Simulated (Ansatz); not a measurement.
Ideal-gas functions of BrCl$_{2}$Ga (`[Cl][Ga]([Cl])[Br]`) at 298.15 K and 1 bar, from an Ansatz frequency run at PBE0-D4/def2-TZVP.

Molar mass 220.53 g/mol, point group C2v (symmetry number 2), electronic degeneracy 1, moments of inertia 235.939, 437.933, 673.872 u Å². Harmonic wavenumbers (cm⁻¹, unscaled): 101, 119, 130, 297, 430, 467.

Use S(trans) = R[1.5 ln M + 2.5 ln T − 1.1517]; rotational temperatures θ = 24.2544 K / I; S(rot) = R[ln(√π/σ · √(T³/θAθBθC)) + 1.5]; for each mode x = 1.438777 ν̃/T, S = R[x/(eˣ − 1) − ln(1 − e⁻ˣ)] and H = RT x/(eˣ − 1); 1 cm⁻¹ = 0.0119627 kJ/mol; R = 8.31446 J/(mol·K).

**Question.** By hand: the entropy, in J/(mol·K).

**Answer.** Translation 176.2. Rotation: θ = 0.1028, 0.0554, 0.036 K, giving 117.8. Vibration, mode by mode: 14.37, 13.04, 12.33, 6.00, 3.59, 3.12, in all 52.5. Electronic 0.0. Sum 346.5 J/(mol·K).

**Question.** By hand: H − E and G − E in kJ/mol, counted from the electronic energy.

**Answer.** Zero-point energy ½ × 1544 × 0.0119627 = 9.2; thermal vibration 8.0; translation, rotation and pV give 4 RT = 9.9. H − E = 27.1 kJ/mol, and G − E = 27.1 − 298.15 × 346.5/1000 = -76.2 kJ/mol.

Vibration gives 15 % of the entropy, 39.7 J/(mol·K) of it from the modes under 150 cm⁻¹: soft modes count most, and the harmonic formula is weakest for them.
